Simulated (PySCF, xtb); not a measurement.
C3H7FOSi, SMILES O=C[SiH2][C@@H](C)F. Other conformers were not sampled.

Harmonic wavenumbers (cm⁻¹) from xtb with GFN2-xTB at its own minimum, in rising order: 39, 47, 105, 196, 245, 263, 296, 405, 488, 545, 658, 666, 692, 738, 793, 903, 999, 1065, 1116, 1242, 1288, 1355, 1402, 1478, 1496, 1746, 2266, 2304, 2703, 2897, 3028, 3048, 3055.

Q: What does r2SCAN-D4/def2-SVP run with PySCF give at its own minimum? (The exact figures need the calculation; the answer reports its results.)

A: 11, 69, 104, 224, 254, 263, 306, 408, 488, 580, 696, 725, 781, 884, 904, 921, 994, 1062, 1131, 1268, 1329, 1376, 1379, 1447, 1473, 1775, 2216, 2237, 2787, 3021, 3033, 3132, 3140. Paired by order, the mean absolute difference is 40 cm⁻¹ and the zero-point energies are 56.6 and 57.8 kcal/mol.
